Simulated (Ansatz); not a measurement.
**Worked example: a bond strength in InNH3 (SMILES [NH2][InH])**

InNH3: 5 atoms, total charge 0, spin state doublet. SMILES: `[NH2][InH]`. The shape was relaxed beforehand at wB97X-V/def2-SVP. This is one conformer, not always the lowest.

```csv
atom,x (Å),y (Å),z (Å)
N,-0.1783,-0.7750,0.1637
In,0.8160,0.9833,0.3417
H,-0.9169,-0.9477,-0.5130
H,-0.0156,-1.5951,0.7388
H,0.3447,2.2606,-0.7727
```

Wanted: the dissociation energy of the H5–In2 bond into doublet H and singlet InNH2 (shapes relaxed at wB97X-V/def2-SVP, no zero-point term). 1 Eh = 2625.50 kJ/mol = 27.2114 eV. Totals in Eh; open shells run unrestricted unless said.

```
                                 level  program        InNH3  doublet H  singlet InNH2
      UPBE/def2-TZVPP (core potential)   Ansatz  -246.612819  -0.499616    -246.071947
 U-wB97M-V/def2-TZVPP (core potential)   Ansatz  -246.597906  -0.494111    -246.057058
UCAM-B3LYP/def2-TZVPP (core potential)   Ansatz  -246.633836  -0.498811    -246.088751
```

Problem. Work out the dissociation energy at each level.

Solution. 
1. UPBE/def2-TZVPP (core potential): (-0.499616) + (-246.071947) − (-246.612819) = 0.041256 Eh = 108.3 kJ/mol = 1.12 eV.
2. U-wB97M-V/def2-TZVPP (core potential): (-0.494111) + (-246.057058) − (-246.597906) = 0.046737 Eh = 122.7 kJ/mol = 1.27 eV.
3. UCAM-B3LYP/def2-TZVPP (core potential): (-0.498811) + (-246.088751) − (-246.633836) = 0.046274 Eh = 121.5 kJ/mol = 1.26 eV.

The levels span 108 to 123 kJ/mol; no measured value is set beside them. A fragment with an even electron count was run as a singlet and may have a lower triplet. A bond enthalpy at 298 K also holds the loss of zero-point energy and thermal terms.
